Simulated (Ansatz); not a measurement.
NbF₄⁺. Charge 1, multiplicity 1. Geometry PBE0-D4/def2-SVP, that of the neutral doublet.

Cartesian coordinates in Å:
```
Nb 0.000 0.000 0.000
F -1.099 0.904 -1.192
F 0.116 -1.636 -0.869
F -0.276 -0.593 1.737
F 1.259 1.325 0.323
```

In the def2 sets Nb takes a core potential; there is no spin–orbit coupling.

Question: Estimate the orbital energies around the gap (eV) in Ansatz with LDA (SPW92)/def2-TZVP, PBE-D4/def2-TZVP, PBE0-D4/def2-TZVP.

Answer: 
```
orbital  LDA (SPW92)/def2-TZVP  PBE-D4/def2-TZVP  PBE0-D4/def2-TZVP
 HOMO−5                 -17.86            -17.55             -19.59
 HOMO−4                 -17.82            -17.52             -19.59
 HOMO−3                 -17.82            -17.52             -19.59
 HOMO−2                 -17.60            -17.30             -19.37
 HOMO−1                 -17.60            -17.30             -19.37
   HOMO                 -17.41            -17.11             -19.19
   LUMO                 -12.41            -12.10             -11.51
 LUMO+1                 -11.31            -11.03             -10.42
 LUMO+2                 -10.90            -10.62             -10.00
 LUMO+3                 -10.90            -10.62             -10.00
 LUMO+4                  -8.58             -8.29              -7.60
 LUMO+5                  -7.09             -6.76              -6.03
```
